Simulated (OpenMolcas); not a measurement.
Ru3+.

```json
{
  "Program": "OpenMolcas",
  "Basis": "ANO-RCC-VTZP [7s6p4d2f1g]",
  "Scalar Hamiltonian": "DKH2, point nucleus",
  "Active space": "11 electrons in 8 orbitals (RAS1 4p, at most 2 holes; RAS2 4d)",
  "State averaging": "2S+1 = 6 even, 1 root; 2S+1 = 4 even, 24 roots; 2S+1 = 2 even, 70 roots",
  "Spin-orbit coupling": "state interaction with AMFI integrals over the reference wave functions, term energies averaged over their components"
}
```

Two sets of levels on these reference wave functions, in cm⁻¹ above 4d⁵ ⁶S_5/2: one from RASSCF and one from MS-RASPT2, IPEA 0.25 Eh, imaginary shift 0.1 Eh (closed shells correlated: 4s).

```csv
Level,Set 1,Set 2
4d⁵ ⁶S_5/2,0.0,0.0
4d⁵ ⁴G_5/2,27860,23830
4d⁵ ⁴G_7/2,28140,24060
4d⁵ ⁴G_11/2,28230,24140
4d⁵ ⁴G_9/2,28290,24200
4d⁵ ⁴P_5/2 [57 %],28750,26430
4d⁵ ⁴P_3/2 [60 %],29110,26880
4d⁵ ⁴P_1/2 [72 %],29510,27590
4d⁵ ⁴D_7/2,33110,28790
4d⁵ ⁴D_1/2 [73 %],33610,29620
4d⁵ ⁴D_5/2 [60 %],33840,30170
4d⁵ ⁴D_3/2 [60 %],33860,30190
4d⁵ ²I_11/2,41090,35130
4d⁵ ²I_13/2,41700,35640
4d⁵ ²D_3/2(1) [50 %],41930,38310
4d⁵ ⁴F_9/2,44090,39130
```

Q: Which set is which?

A: Set 2 is MS-RASPT2. Its levels of the other terms of 4d⁵ lie at 0.85 to 0.93 of the other set's values, as expected, since terms of lower spin or lower L gain more correlation energy than the Hund ground term.

CASPT2 breaks the degeneracy within a term, and the mean is taken; among the terms shown or strongly mixed into the levels shown the widest spread is 900 cm-1 (4d⁵ ²I, MS-RASPT2). Active for correlation alone: 4p; no level in the range computed is led by a configuration that opens it, so any true level of that kind is missing. Without dynamic correlation excited terms often stand tens of per cent too high (terms of higher spin than the ground term too low), and those without a measured partner can miss by more than the paired ones (holds for RASSCF). The CASPT2 spread within a term exceeds the gap to the next term for 4d⁵ ²D(1) and 4d⁵ ⁴F, so the order of their levels is uncertain, and so are names and mixing where such terms share a J (holds for MS-RASPT2). Only configurations of the active space appear. Levels that lie high or do not pair safely by name in every column are left out.

A share in square brackets marks a mixed level and gives the weight of the term that names it, the lowest over the columns. A number in round brackets counts repeated terms of one configuration in the order of the reference energies.
